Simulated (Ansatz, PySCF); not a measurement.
N2 (SMILES N#N) and PH3 (SMILES P) are pulled apart as rigid monomers along the line of their centres of mass, from the B3LYP-D3(BJ)/def2-TZVP minimum. Starting geometry (charge 0, multiplicity 1):
```xyz
6

N     -0.47408     0.52884    -0.25863
N      0.54419     0.13945    -0.29481
P      0.18286    -0.21928     3.73001
H     -0.80319    -0.83556     2.91738
H     -0.02268     1.05992     3.15221
H      1.23786    -0.54327     2.83877
```

Interaction energies with rigid monomers; basis-set methods are counterpoise corrected unless marked otherwise.

Rows in 6-31G* carry no dispersion term and start afresh at each structure (6-31G* with six Cartesian d functions). MP2/6-31G* freezes PySCF's default core.

Run with Ansatz (a first-principles code); PySCF for 6-31G* rows, the dispersion terms. Each number belongs to the level named beside it.

```json
[
 {"N2···H6 (Å)": "2.96", "PBE-D3(BJ)/def2-TZVPPD (kcal/mol)": "-0.29", "B3LYP-D3(BJ)/def2-TZVPPD (kcal/mol)": "…", "PBE0-D3(BJ)/def2-TZVPPD (kcal/mol)": "-0.25", "PBE0-D4/def2-TZVPPD (kcal/mol)": "-0.04", "MP2/6-31G* (kcal/mol)": "0.81"},
 {"N2···H6 (Å)": "3.28", "PBE-D3(BJ)/def2-TZVPPD (kcal/mol)": "-0.63", "B3LYP-D3(BJ)/def2-TZVPPD (kcal/mol)": "-0.45", "PBE0-D3(BJ)/def2-TZVPPD (kcal/mol)": "-0.59", "PBE0-D4/def2-TZVPPD (kcal/mol)": "-0.42", "MP2/6-31G* (kcal/mol)": "0.13"},
 {"N2···H6 (Å)": "3.77", "PBE-D3(BJ)/def2-TZVPPD (kcal/mol)": "-0.51", "B3LYP-D3(BJ)/def2-TZVPPD (kcal/mol)": "-0.32", "PBE0-D3(BJ)/def2-TZVPPD (kcal/mol)": "-0.48", "PBE0-D4/def2-TZVPPD (kcal/mol)": "-0.35", "MP2/6-31G* (kcal/mol)": "-0.08"},
 {"N2···H6 (Å)": "4.58", "PBE-D3(BJ)/def2-TZVPPD (kcal/mol)": "-0.21", "B3LYP-D3(BJ)/def2-TZVPPD (kcal/mol)": "-0.12", "PBE0-D3(BJ)/def2-TZVPPD (kcal/mol)": "…", "PBE0-D4/def2-TZVPPD (kcal/mol)": "-0.09", "MP2/6-31G* (kcal/mol)": "-0.05"},
 {"N2···H6 (Å)": "5.88", "PBE-D3(BJ)/def2-TZVPPD (kcal/mol)": "-0.04", "B3LYP-D3(BJ)/def2-TZVPPD (kcal/mol)": "-0.04", "PBE0-D3(BJ)/def2-TZVPPD (kcal/mol)": "-0.04", "PBE0-D4/def2-TZVPPD (kcal/mol)": "0.04", "MP2/6-31G* (kcal/mol)": "-0.01"}
]
```

Problem. Fill in the missing entries.

Solution. 
- 4.58, PBE0-D3(BJ)/def2-TZVPPD (kcal/mol): -0.19
- 2.96, B3LYP-D3(BJ)/def2-TZVPPD (kcal/mol): -0.17
